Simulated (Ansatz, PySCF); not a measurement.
Torsion C1–S2–Se3–H7 in CH4SSe (SMILES CS[SeH]); at each angle all else is relaxed with GFN2-xTB, and the levels are single points there.
Geometry at 270° (charge 0, multiplicity 1):
```xyz
7

C     -0.8999    -0.1507     0.0720
S      0.0736     1.3701    -0.2128
Se     2.1153     0.6777    -0.0226
H     -0.5921    -0.9215    -0.6269
H     -1.9338     0.1239    -0.1064
H     -0.7733    -0.4846     1.0967
H      2.2840     0.8959     1.4153
```

On the grid 0° to 330°, 0° is the highest and 270° the lowest point at MP2/CBS(def2-TZVPP, def2-QZVPP) + ΔCCSD(T)/def2-TZVPP.

Cores are frozen in the correlated methods. Filled d and f shells under p-block atoms count as core. Rows in 6-31G* carry no dispersion term and start afresh at each structure (6-31G* with six Cartesian d functions); the Pople sets are all-electron and without relativity.

Programs: Ansatz (Gaussian orbitals); PySCF for 6-31G* rows, the dispersion terms. Values without a source in brackets are computed.

```csv
level,energy at 0° less that at 270° (kcal/mol)
HF/6-31G*,7.24
PBE-D3(BJ)/def2-TZVPP,…
BLYP-D4/def2-TZVPP,6.88
r2SCAN-D3(BJ)/def2-TZVPP,7.72
r2SCAN-D4/def2-TZVPP,7.73
PBE0/def2-TZVPP,7.63
CCSD/def2-SVP,6.79
CCSD/def2-TZVPP,7.03
CCSD(T)/def2-TZVPP,6.99
```

### Question
Complete the blanks.

### Answer

- PBE-D3(BJ)/def2-TZVPP, energy at 0° less that at 270° (kcal/mol): 7.43

Ansatz is an electronic-structure program.
